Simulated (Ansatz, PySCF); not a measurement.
This Ansatz (a first-principles code) input computes a SVWN5/def2-TZVPD energy:

Ansatz 0.2 input:
```yaml
crystal:
  periodic: [false, false, false]
  atoms:
    - {symbol: N, position_ang: [-0.00000000, -0.00000000, -0.75733144]}
    - {symbol: O, position_ang: [0.00000000, 0.00000000, 0.66266501]}
basis:
  gaussian:
    orbitals: def2-TZVPD
hamiltonian:
  xc: {name: SVWN5}
magnetization: {spin_polarized: true, initial_magnetization: 3}
output: {forces: true}
```

### Question
Write an input for the same energy in PySCF and say what it gives.

### Answer

```python
from pyscf import gto, scf, dft

mol = gto.M(
    atom='''
    N    -0.00000000   -0.00000000   -0.75733144
    O     0.00000000    0.00000000    0.66266501
    ''',
    basis='def2-tzvpd',
    charge=0,
    spin=3,
    symmetry='C2v',
    verbose=4,
)

mf = dft.UKS(mol, xc='svwn').density_fit(auxbasis='def2-universal-jkfit')
mf.grids.level = 3
mf.conv_tol = 1e-9
mf.max_cycle = 100
mf.max_memory = 1500
mf.kernel()
if not mf.converged:
    mf = mf.newton()
    mf.kernel(mf.make_rdm1())
mf.analyze()
```
It gives -128.77972 Eh, and Ansatz -128.77969 Eh, a difference of 0.03 mEh, from the treatment of integrals and grids.

The spin state was set by rule; other spins were not relaxed.
